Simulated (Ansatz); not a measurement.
Mulliken charges of C$_{4}$H$_{4}$Se, SMILES `C1=CC[Se]C=1` from r2SCAN/def2-TZVPP in Ansatz (PBE0-D4/def2-TZVP geometry).

```json
{"atom": "C1", "x (Å)": "-0.257", "y (Å)": "1.388", "z (Å)": "0.351", "charge (e)": "-0.384"}
{"atom": "C2", "x (Å)": "0.742", "y (Å)": "0.474", "z (Å)": "0.513", "charge (e)": "-0.017"}
{"atom": "C3", "x (Å)": "0.588", "y (Å)": "-0.911", "z (Å)": "-0.020", "charge (e)": "-0.084"}
{"atom": "Se4", "x (Å)": "-1.072", "y (Å)": "-0.921", "z (Å)": "-1.008", "charge (e)": "0.116"}
{"atom": "C5", "x (Å)": "-1.309", "y (Å)": "0.812", "z (Å)": "-0.334", "charge (e)": "-0.009"}
{"atom": "H6", "x (Å)": "1.721", "y (Å)": "0.721", "z (Å)": "0.921", "charge (e)": "0.085"}
{"atom": "H7", "x (Å)": "0.553", "y (Å)": "-1.724", "z (Å)": "0.715", "charge (e)": "0.097"}
{"atom": "H8", "x (Å)": "1.425", "y (Å)": "-1.118", "z (Å)": "-0.694", "charge (e)": "0.095"}
{"atom": "H9", "x (Å)": "-2.303", "y (Å)": "1.232", "z (Å)": "-0.459", "charge (e)": "0.101"}
```

Problem. By hand: the dipole of these point charges (1 e Å = 4.8032 D).

Solution. Σ q r = (0.027, -0.666, -0.220) e Å, of length 0.702 e Å = 3.37 D.

Problem. How does the dipole of the full density compare? (Best estimate.)

Solution. The calculation gave: (0.132, -0.628, -0.141) e Å, 3.16 D; the point charges give 1.07 times that, at 11° from its direction.

Point charges leave out the atoms' own dipoles, such as those of lone pairs, and Mulliken's split depends on the basis, so the close match here is no proof of good charges.
